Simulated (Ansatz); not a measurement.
Stepwise reaction of `[NH2][Ge][NH2]` with hydrogen sulfide, as a gas-phase model of exchange steps in deposition or etching. ΔE in kJ/mol.

Computed with Ansatz on PBE0-D4/def2-TZVP structures; ΔE is electronic, products minus reactants. CCSD(T)/CBS is the MP2 limit (def2-TZVPP, def2-QZVPP) plus CCSD(T) − MP2 in def2-TZVPP, frozen cores. This one scheme is used for every species. DFT in def2-TZVPP. B3LYP here is the variant with VWN-RPA as its local correlation; programs differ in this. For Ge outer-core shells are correlated without core-valence functions, which leaves a few kJ/mol of doubt a bond. Scalar relativity is left out up to krypton. One conformer a species, not always the lowest.

```csv
step,reaction,PBE-D4,B3LYP-D4,ωB97M-V,CCSD(T)/CBS
1,`[NH2][Ge][NH2]` + H₂S → `[NH2][Ge][SH]` + NH₃,-53.9,-48.1,-43.3,-44.7
2,`[NH2][Ge][SH]` + H₂S → `[SH][Ge][SH]` + NH₃,-41.2,-35.5,-29.8,-32.0
```

Task: By hand: ΔE of the 2 steps together at CCSD(T)/CBS.

Result: (-44.7) + (-32.0) = -76.7 kJ/mol, or -38.4 kJ/mol a step.

In ΔE each step is higher than the one before. All are downhill at CCSD(T)/CBS. PBE-D4 differs from CCSD(T)/CBS by -9.2 to -9.2 kJ/mol a step. Isolated molecules leave out the surface, adducts and barriers. Largest T1 diagnostic: 0.014.
